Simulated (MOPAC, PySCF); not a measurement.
C3H3F, SMILES `FC1=CC1`, neutral singlet in the gas phase. 

Cartesian coordinates (Å):
```xyz
7

F      1.1539    -1.6142    -0.7404
C      0.5442    -0.5475    -0.2942
C      0.6005     0.6937     0.0090
C     -0.7410    -0.0554     0.1956
H      1.0886     1.6444     0.1154
H     -1.0740    -0.3005     1.2056
H     -1.5573     0.1386    -0.5023
```
Charge 0, multiplicity 1.

All levels are single points at this geometry (PBE0-D3(BJ)/def2-TZVP); Pople sets use spherical d functions. Orbital energies aren't observables, and empty levels follow the basis.

PBE-D3(BJ)/def2-TZVP in PySCF gives gap (eV) = 5.51.

**Question.** Estimate the gap (eV) from each of these levels: PBE0-D3(BJ)/def2-TZVP in PySCF; ωB97X-D3(BJ)/def2-TZVP in PySCF; BP86/6-31G* in PySCF; PBE/6-31G* in PySCF; SVWN5/6-31G* in PySCF; HF/3-21G in PySCF; HF/STO-3G in PySCF; AM1 in MOPAC.

**Answer.** 
| level | gap (eV) |
|---|---|
| PBE0-D3(BJ)/def2-TZVP in PySCF | 7.81 |
| ωB97X-D3(BJ)/def2-TZVP in PySCF | 12.50 |
| BP86/6-31G* in PySCF | 5.76 |
| PBE/6-31G* in PySCF | 5.75 |
| SVWN5/6-31G* in PySCF | 5.63 |
| HF/3-21G in PySCF | 15.12 |
| HF/STO-3G in PySCF | 17.02 |
| AM1 in MOPAC | 10.81 |
